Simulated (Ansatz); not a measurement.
`ClBCCl` + H₂O → `OCBCl` + HCl at 700 K and 1 bar (formal hydrolysis of a C–Cl bond).

Computed with Ansatz on PBE0-D4/def2-TZVP structures; ΔE is electronic, products minus reactants. CCSD(T)/CBS adds triple-zeta CCSD(T) − MP2 to the extrapolated MP2 energy (def2 sets, frozen cores). This one scheme is used for every species. Each species was taken in one conformer, which may not be the lowest.

```json
{"species": "`ClBCCl`", "CCSD(T)/CBS energy (Eh)": "-984.24021", "H − E (kJ/mol)": "165.5", "S (J/(mol·K))": "391.1"}
{"species": "H₂O", "CCSD(T)/CBS energy (Eh)": "-76.37941", "H − E (kJ/mol)": "80.5", "S (J/(mol·K))": "218.4"}
{"species": "`OCBCl`", "CCSD(T)/CBS energy (Eh)": "-600.22716", "H − E (kJ/mol)": "203.0", "S (J/(mol·K))": "391.7"}
{"species": "HCl", "CCSD(T)/CBS energy (Eh)": "-460.38127", "H − E (kJ/mol)": "38.4", "S (J/(mol·K))": "211.8"}
```

H − E and S are ideal-gas, rigid-rotor, harmonic terms from PBE0-D4/def2-TZVP, for one conformer and one mirror image of each species. 1 Eh = 2625.50 kJ/mol, R = 8.31446 J/(mol·K).

Question: By hand: ΔE, ΔH, ΔS and ΔG.

Answer: ΔE = (-600.22716) + (-460.38127) − (-984.24021) − (-76.37941) = 0.01119 Eh = 29.4 kJ/mol. Δ(H − E) = 203.0 + 38.4 − 165.5 − 80.5 = -4.6, so ΔH = 24.8 kJ/mol. ΔS = 391.7 + 211.8 − 391.1 − 218.4 = -6.0 J/(mol·K). ΔG = 24.8 − 700 × (-6.0)/1000 = 29.0 kJ/mol.

Question: By hand: the equilibrium constant, and the temperature at which ΔG would vanish if ΔH and ΔS stayed fixed.

Answer: log₁₀ K = −ΔG/(RT ln 10) = -2.2. ΔH and −TΔS have one sign here, so there is no such temperature.

The number of gas molecules stays the same, so ΔS is small and ΔH decides. A doubt of 5 kJ/mol in ΔE shifts log₁₀ K by 0.4 here. Other conformers and mirror images would add mixing entropy, several J/(mol·K) or more a flexible species. These are equilibria of isolated gas molecules and say nothing of rates. Largest T1 diagnostic: 0.011 (customary marks: 0.02 for closed shells, 0.045 for open ones).

ΔS is within the doubt of such terms, so its sign, and with it that verdict, could turn.
